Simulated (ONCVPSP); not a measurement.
## How hard is this chlorine (Cl) ONCV potential?

Cl (Z = 17), optimised norm-conserving Vanderbilt (ONCV), made with ONCVPSP 4.0.1 (PBE, scalar-relativistic). Core [Ne], reference 3s2 3p5. Waves: 3s: rc 1.35 bohr, ncon 4, nbas 7, qcut 4.7 1/bohr, 2 projectors, debl 3 Ha; 3p: rc 1.40 bohr, ncon 3, nbas 7, qcut 4.9 1/bohr, 1 projector; d scattering state at 0.02 Ha: rc 1.50 bohr, ncon 3, nbas 7, qcut 5.9 1/bohr, 2 projectors, debl 1 Ha. Local part: polynomial inside 1.30 bohr (lpopt 1, dvloc0 0 Ha). Core correction: none.

**Question.** For each optimised wave give the share of its norm inside rc, the residual kinetic energy above qcut (Ha) and the cutoffs (Ha) for errors of 10, 1, 0.1 and 0.01 mHa per electron.

**Answer.**

| wave | norm inside rc | residual KE | 10 mHa | 1 mHa | 0.1 mHa | 0.01 mHa |
| --- | --- | --- | --- | --- | --- | --- |
| 3s | 0.423 | 7.6e-03 | 10.4 | 43.3 | 62.4 | 72.9 |
| s projector 2 | 0.081 | 1.1e-02 | 11.1 | 26.2 | 57.6 | 95.6 |
| 3p | 0.324 | 3.1e-04 | 5.2 | 7.4 | 36.4 | 86.3 |
| d projector 1 | 0.000 | 2.6e-04 | 0.0 | 0.1 | 126.6 | not reached |
| d projector 2 | 0.214 | 4.3e-03 | 15.5 | 21.0 | 56.3 | 141.4 |

The occupied waves need 43 Ha and 62 Ha for 1 and 0.1 mHa. Rows with under 1 % of the norm inside rc give no meaningful cutoff.
